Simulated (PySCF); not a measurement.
C2H2F2, SMILES F/C=C/F. The structure is a stationary point at TPSSh-D3(BJ)/def2-SVP.

Method: PySCF with TPSSh-D3(BJ)/def2-SVP.

Harmonic wavenumbers (cm⁻¹): 311, 341, 556, 809, 914, 1173, 1199, 1296, 1296, 1766, 3217, 3225. Rotational constants (GHz): 57.40, 3.996, 3.736; symmetry number 2.

Q: Work out the zero-point energy and the ideal-gas rigid-rotor harmonic-oscillator thermochemistry at 298.15 K and 1 atm.

A: ZPE = ½ Σ hcν = ½ × 16104 cm⁻¹ = 96.32 kJ/mol. H − E(el) = 109.26 kJ/mol. Entropy in J/(mol K): translation 160.62, rotation 92.32, vibration 14.96, total 267.91. G − E(el) = 29.38 kJ/mol. Cp = 59.40 J/(mol K).
